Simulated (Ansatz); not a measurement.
Molecule: C$_{2}$H$_{6}$BrGa, charge 0, multiplicity 1. SMILES: [CH3][Ga]([CH3])[Br]
Geometry: optimised at B3LYP-D3(BJ)/def2-TZVP (Ansatz, a quantum-chemistry and plane-wave program).

Parts of the frozen-core correlation energy in 6-31G (Ansatz, hartree). Frozen orbitals: 30; correlated occupied orbitals by spin: 12 and 12; virtual: 46 and 46. Spin-orbit coupling is left out. Non-relativistic.

```csv
term,value
reference (HF),-4574.25092
MP2 opposite-spin,[?]
MP2 same-spin,[?]
CCSD correlation,-0.29600
(T),[?]
T1 diagnostic,0.010
largest doubles amplitude,0.035
```

Some entries are withheld; supply them.


- MP2 opposite-spin, value: -0.20444
- MP2 same-spin, value: -0.05192
- (T), value: -0.00661
